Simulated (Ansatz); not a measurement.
Reaction (ligand exchange at the Al–F bond): `[NH2][Al]([F])[F]` + PH₃ → `[NH2][Al]([F])[PH2]` + H–F

Calculated with Ansatz (gas phase, PBE0-D4/def2-TZVP geometries, no zero-point term in ΔE). CCSD(T)/CBS is the MP2 limit (def2-TZVPP, def2-QZVPP) plus CCSD(T) − MP2 in def2-TZVPP, frozen cores. This one scheme is used for every species. DFT in def2-TZVPP. Each species was taken in one conformer, which may not be the lowest.

Question: Is it downhill or uphill in electronic energy at CCSD(T)/CBS, and by how much? (Estimate.)

Answer: Computed: Uphill: ΔE = +31.4 kcal/mol.

Question: What do these levels give: PBE0-D4, ωB97X-V, revPBE, SCS-MP2/def2-QZVPP, HF/CBS(def2), CCSD/CBS(def2)? (An estimate is asked.)

Answer: Computed: PBE0-D4 28.6, ωB97X-V 32.4, revPBE 29.1, SCS-MP2/def2-QZVPP 33.8, HF/CBS(def2) 38.2, CCSD/CBS(def2) 32.5 kcal/mol.

Largest T1 diagnostic among the species: 0.013.

In def2-TZVPP, CCSD(T) changes the Hartree–Fock value by −5.4 kcal/mol (the triples alone add −1.1 kcal/mol) and MP2 by −5.2 kcal/mol. The D4 term adds −1.4 kcal/mol with B3LYP and −0.8 kcal/mol with PBE0; it sums over pairs of atoms, weighted by their polarisabilities, and B3LYP, whose exchange is more repulsive, gets the larger term. From BLYP to BHLYP (50 % exact exchange), in def2-TZVPP and without D4, ΔE moves by +1.4 kcal/mol.

B3LYP here is the variant with VWN-RPA as its local correlation; programs differ in this.
